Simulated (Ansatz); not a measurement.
Consider the ligand exchange at the Si–O bond: `O[Si]1(O[SiH3])CO1` + `[OH][Ga]([F])[F]` → `[F][Ga]([F])[O][SiH3]` + `O[Si]1(O)CO1`.

Computed with Ansatz on PBE0-D4/def2-TZVP structures; ΔE is electronic, products minus reactants. CCSD(T)/CBS is the MP2 limit (def2-TZVPP, def2-QZVPP) plus CCSD(T) − MP2 in def2-TZVPP, frozen cores. DFT in def2-TZVPP. B3LYP here is the variant with VWN-RPA as its local correlation; programs differ in this. For Ga outer-core shells are correlated without core-valence functions, which leaves a few kJ/mol of doubt a bond. Scalar relativity is left out up to krypton. Each species was taken in one conformer, which may not be the lowest.

```csv
level,ΔE (kJ/mol)
ωB97X-V,6.8
PBE,7.1
B3LYP,6.6
CCSD/def2-TZVPP,5.1
```

Task: What does CCSD(T)/CBS give? (Estimate.)

Result: Ansatz gave: +6.8 kJ/mol. The listed levels differ from it by 0.0, 0.3, -0.2, -1.7 kJ/mol.

Largest T1 diagnostic among the species: 0.015.
